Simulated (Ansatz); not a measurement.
Kohn–Sham single points on H₄NO₃Ta, SMILES `[NH2][Ta](=[O])([OH])[OH]`.

```yaml
crystal:
  periodic: [false, false, false]
  atoms:
    - {symbol: N, position_ang: [0.901994, -0.427621, -1.273765]}
    - {symbol: Ta, position_ang: [0.038049, -0.042488, 0.464986]}
    - {symbol: O, position_ang: [1.209385, -0.437408, 1.663028]}
    - {symbol: O, position_ang: [-1.513193, -1.126976, 0.774541]}
    - {symbol: O, position_ang: [-0.442582, 1.808814, 0.528457]}
    - {symbol: H, position_ang: [0.523022, -0.200683, -2.181490]}
    - {symbol: H, position_ang: [1.812920, -0.849568, -1.371668]}
    - {symbol: H, position_ang: [-2.315892, -1.277794, 0.278300]}
    - {symbol: H, position_ang: [-0.125203, 2.507324, 1.100412]}
basis:
  gaussian: {orbitals: def2-TZVPP}
hamiltonian: {xc: {name: B97M-V}}
output: {orbitals: {seedname: orbitals}}
```

```sh
$ ansatz run in.yaml --threads 4 --pin off --events-out ev --progress --plain --max-ram 10444MiB
```

Shortened log:

```
Functional definition: B97M-V
1181 factors; their error is unknown
mean field evaluation 1: about -9228.9443 eV, gradient 1.2e2 eV
mean field evaluation 2: about -9024.0606 eV, gradient 3.2e2 eV
mean field evaluation 4: about -9251.3314 eV, gradient 5.0e1 eV
mean field evaluation 8: about -9255.7908 eV, gradient 9.6e-1 eV
mean field evaluation 16: about -9255.7914 eV, gradient 7.7e-4 eV
mean field -9255.79141305 eV, -340.1440606290 hartree, gradient 3.1e-5 eV, S^2 0.000000; 0 other end points of the search recorded, 0 dependent functions left out
reference -9255.79147542 eV, -340.1440629210 hartree; 24, 24 occupied and 212, 212 virtual orbitals, 1181 factors
Total energy: -9255.79147542 eV, -340.1440629210 hartree
```

Hardware: 4 threads of an Arm Neoverse V2 on a shared host. Wall time 9.5 s, peak host memory 0.39 GiB.

The same input with `hamiltonian: {xc: pbe, dispersion: d4}` and forces (abridged; 2.6 s):

```
Functional definition: PBE
mean field evaluation 16: about -9250.7597 eV, gradient 4.6e-3 eV
mean field -9250.75973448 eV, -339.9591498521 hartree, gradient 3.1e-5 eV, S^2 0.000000
Total energy: -9250.93960127 eV, -339.9657598345 hartree
Atom 0 force    -0.023882     0.006919     0.091341 eV/Å
Atom 1 force    -0.398265     0.156253    -0.494018 eV/Å
Atom 2 force     0.637342    -0.246856     0.666334 eV/Å
Atom 3 force     0.071732    -0.189206     0.361414 eV/Å
Atom 4 force    -0.259743     0.073047    -0.273233 eV/Å
Atom 5 force    -0.117428     0.068824    -0.314780 eV/Å
Atom 6 force     0.309232    -0.141722    -0.061923 eV/Å
Atom 7 force    -0.376976    -0.056524    -0.256045 eV/Å
Atom 8 force     0.157987     0.329267     0.280911 eV/Å
Dipole moment:    -0.294638     0.237454    -0.652423 e Å
```

With the line `hamiltonian: {xc: {name: revPBE}, dispersion: d4}` (abridged; 2.1 s):

```
Functional definition: revPBE
mean field evaluation 16: about -9257.2418 eV, gradient 1.7e-3 eV
mean field -9257.24184943 eV, -340.1973631825 hartree, gradient 6.1e-5 eV, S^2 0.000000
Total energy: -9257.70591290 eV, -340.2144172006 hartree
```

With the line `hamiltonian: {xc: {name: wB97X-V}}` (abridged; 8.5 s):

```
Functional definition: wB97X-V
mean field evaluation 16: about -9254.3042 eV, gradient 3.4e-4 eV
mean field -9254.30416715 eV, -340.0894053502 hartree, gradient 2.8e-5 eV, S^2 0.000000
Total energy: -9254.30416504 eV, -340.0894052726 hartree
```

The same input with `hamiltonian: {xc: lda}` (abridged; 1.8 s):

```
Functional definition: SPW92
mean field evaluation 16: about -9199.0038 eV, gradient 4.6e-3 eV
mean field -9199.00378657 eV, -338.0571538478 hartree, gradient 2.1e-5 eV, S^2 0.000000
Total energy: -9199.00382737 eV, -338.0571553472 hartree
```

With the line `hamiltonian: {xc: {name: B2PLYP}}` (abridged; 5.5 s):

```
Functional definition: B2PLYP
mean field evaluation 16: about -9237.8571 eV, gradient 8.8e-4 eV
mean field -9237.85714265 eV, -339.4849883478 hartree, gradient 1.3e-6 eV, S^2 0.000000
4 core orbitals not correlated: weight in the atoms' cores, before any rotation towards them, 1.000 or more for the frozen orbitals, at most 0.000 for the correlated occupied ones
second order -45.14231641 eV of doubles, -0.00000000 eV of singles
Total energy: -9250.04573202 eV, -339.9329107455 hartree
```
